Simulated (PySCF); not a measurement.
Isomers of C5H9OP, one conformer each. Method used: core-valence-separated Tamm–Dancoff BHandHLYP/aug-pcX-1 (pcseg-1 on H, def2-SVPD on P) in PySCF, non-relativistic, gas phase, PBE0-D3(BJ)/def2-SVP geometry. The energies are unshifted.

P. `C/C=C/P=C\OC`
Q. `CO/C=P/C1CC1`
R. `C=C[C@@H]1CC[P@H]1=O`
S. `C=C[P@@H](=O)/C=C\C`

Main lines, eV (oscillator strength):
1. C K: 282.5 (0.062), 282.7 (0.052), 283.4 (0.069), 285.0 (0.011), 285.5 (0.008); O K: 532.5 (0.015), 534.3 (0.015), 534.8 (0.008), 535.5 (0.014), 535.8 (0.012)
2. C K: 283.4 (0.071), 285.4 (0.040), 285.9 (0.021), 285.9 (0.021), 286.2 (0.016); O K: 532.4 (0.019), 534.5 (0.012), 535.0 (0.011), 535.8 (0.005), 536.2 (0.009)
3. C K: 282.1 (0.064), 282.5 (0.041), 282.5 (0.055), 282.5 (0.074), 285.7 (0.008); O K: 530.8 (0.022), 531.2 (0.009), 531.7 (0.008), 532.6 (0.007), 533.0 (0.007)
4. C K: 282.5 (0.059), 282.8 (0.063), 285.8 (0.012), 285.9 (0.011), 285.9 (0.013); O K: 531.2 (0.025), 531.6 (0.025), 532.4 (0.019), 533.0 (0.010)
Listed: the first five lines at most of each edge with a tenth or more of its strongest line's intensity; roots within 0.03 eV on the same or equivalent atoms are summed. Only the lowest roots were sought, and the top ones are left out.

Task: Which spectrum belongs to which isomer?

Result: 1 = P, 2 = Q, 3 = S, 4 = R.
- P: first C line listed at 282.5 eV, hole on the alkene CH carbon (1s→π*); first O line listed at 532.5 eV, hole on the ether oxygen.
- Q: first C line listed at 283.4 eV, hole on the carbon bonded to O, P and H (1s→π*); first O line listed at 532.4 eV, hole on the ether oxygen.
- R: first C line listed at 282.5 eV, hole on the terminal =CH2 carbon (1s→π*); first O line listed at 531.2 eV, hole on the phosphoryl oxygen.
- S: first C line listed at 282.1 eV, hole on the terminal =CH2 carbon (1s→π*); first O line listed at 530.8 eV, hole on the phosphoryl oxygen.

Task: What are the ground-state energies of the isomers at BHandHLYP/aug-pcX-1 (pcseg-1 on H, def2-SVPD on P), relative to the lowest?

Result: P 90.1, Q 137.3, R 0.0, S 12.1 kJ/mol (electronic energies on these geometries, no dispersion or zero-point terms).
